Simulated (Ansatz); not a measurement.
`[SiH3]/C=C/C[SiH3]` + `O[SiH](F)[SiH3]` → `F[SiH]([SiH3])O[SiH3]` + `C=CC[SiH3]`  (ligand exchange at the Si–C bond)

Isolated molecules relaxed with PBE0-D4/def2-TZVP in Ansatz; ΔE leaves out vibrations. CBS: MP2 limit from def2 TZ/QZ plus the TZ coupled-cluster correction, frozen cores. Functionals use def2-TZVPP. B3LYP here is the variant with VWN-RPA as its local correlation; programs differ in this. Each species was taken in one conformer, which may not be the lowest.

| level | ΔE (kcal/mol) | difference from CCSD(T)/CBS |
| --- | --- | --- |
| PBE-D4 | -20.0 | 3.7 |
| r2SCAN-D4 | -22.8 | 0.9 |
| PBE0-D4 | -21.4 | 2.3 |
| B3LYP-D4 | -24.1 | -0.4 |
| ωB97X-V | -23.4 | 0.3 |
| ωB97M-V | -23.2 | 0.5 |
| B2PLYP | -24.0 | -0.3 |
| PBE | -19.8 | 3.9 |
| r2SCAN | -22.8 | 0.9 |
| PBE0 | -21.2 | 2.5 |
| B3LYP | -23.9 | -0.2 |
| HF/def2-TZVPP | -28.3 | -4.6 |
| MP2/def2-TZVPP | -23.4 | 0.3 |
| SCS-MP2/def2-TZVPP | -24.5 | -0.8 |
| CCSD/def2-TZVPP | -24.3 | -0.6 |
| CCSD(T)/def2-TZVPP | -23.5 | 0.2 |
| HF/def2-QZVPP | -28.8 | -5.1 |
| MP2/def2-QZVPP | -23.7 | 0.0 |
| SCS-MP2/def2-QZVPP | -24.8 | -1.1 |
| HF/CBS(def2) | -28.9 | -5.2 |
| MP2/CBS(def2) | -23.6 | 0.1 |
| CCSD/CBS(def2) | -24.5 | -0.8 |
| CCSD(T)/CBS | -23.7 | 0 |

Largest T1 diagnostic among the species: 0.013.

In def2-TZVPP, CCSD(T) changes the Hartree–Fock value by +4.8 kcal/mol (the triples alone add +0.8 kcal/mol) and MP2 by +4.9 kcal/mol. From PBE to PBE0 (25 % exact exchange), in def2-TZVPP and without D4, ΔE moves by −1.4 kcal/mol.
